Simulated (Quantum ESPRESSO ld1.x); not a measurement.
Question: Species: He+. Configuration: 2p1 (not the ground configuration). Method: Dirac Kohn-Sham, BLYP, spin-unpolarised, spherical densities, point nucleus; open shells fill j = l - 1/2 first; computed with ld1.x of Quantum ESPRESSO 7.5. Some entries of the table are withheld. Estimate them.

| orbital | occ. | eigenvalue (hartree) | r(max) (bohr) |
|---|---|---|---|
| 1s1/2 | 0 | (1) | 0.492 |
| 2p1/2 | 1 | (2) | (3) |
| 2p3/2 | 0 | (4) | (5) |
| 3p1/2 | 0 | (6) | (7) |
| 3p3/2 | 0 | (8) | (9) |

Answer: 
(1) 1s1/2 eigenvalue (hartree): -1.79794
(2) 2p1/2 eigenvalue (hartree): -0.34503
(3) 2p1/2 r(max) (bohr): 2.03
(4) 2p3/2 eigenvalue (hartree): -0.34501
(5) 2p3/2 r(max) (bohr): 2.03
(6) 3p1/2 eigenvalue (hartree): -0.10829
(7) 3p1/2 r(max) (bohr): 6.62
(8) 3p3/2 eigenvalue (hartree): -0.10828
(9) 3p3/2 r(max) (bohr): 6.62
